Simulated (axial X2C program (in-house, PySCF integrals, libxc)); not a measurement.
Low determinants of SrSi at the PBE0 level, scalar-relativistic

Computed with an axial X2C code built on PySCF integrals. Spin-free means the one-electron spin-free X2C Hamiltonian. Basis: Sr dyall-cv3z [13s12p8d5f1g], Si dyall-v3z [8s7p2d1f] (cores contracted in-house); Gaussian nuclei, density fitting, unrestricted open shells. Masses: Sr 87.906 u, Si 27.977 u.

Search at 2.933 Å (vertical energies from the lowest determinant):

```csv
ΔE (eV),state,electrons beyond evenly filled partner blocks,"electrons in σ, π, δ, φ"
0.00,"M_S = 2, Λ = 0","2 × σα, π+α, π-α",26 22 4 0
0.53,"M_S = 0, Λ = 0","2 × σβ, π+α, π-α",26 22 4 0
0.58,"M_S = 0, Λ = 0","π+β, π-α",26 22 4 0
0.58,"M_S = 0, Λ = 2","π+α, π+β",26 22 4 0
0.81,"M_S = 1, Λ = 1","σα, π+α",27 21 4 0
1.01,"M_S = 1, Λ = 1","σα, π+α, π+β, π-α",25 23 4 0
1.56,"M_S = 2, Λ = 1","σα, 2 × π+α, π-α",25 23 4 0
```

Lowest determinant, M_S = 2, Λ = 0 (beyond evenly filled blocks: 2 × σα, π+α, π-α): Re = 2.916 Å, ωe = 232.2 cm⁻¹.

The determinant in row 2 of the search, M_S = 0, Λ = 0 (beyond evenly filled blocks: 2 × σβ, π+α, π-α), was followed along the bond at PBE0; measured from the minimum of the lowest determinant it gives:

Te = 0.534 eV (4305 cm⁻¹), Re = 2.929 Å, ωe = 224.8 cm⁻¹.

Problem. Compare the bond of the determinant in row 2 with that of the lowest one.

Solution. At PBE0 its Re is 0.013 Å longer and its force constant, which goes as ωe², is 0.94 times that of the lowest determinant. This determinant mixes spin states, so it has no term energy of its own.

The search compares states at one distance, so a state with another bond length can lie lower; it is not exhaustive and yields mostly the lowest determinant of each block pattern, so other components and higher states of one pattern are missing. These are energies of single determinants, not of spin-adapted states; PBE0 term energies can be off by some tenths of an eV, and the functional has no current term. The lowest determinant need not be the ground state where others lie within half an eV. Row 2 is spin-contaminated (⟨S²⟩ = 2.02 against 0.00), so its values are not those of a pure state.
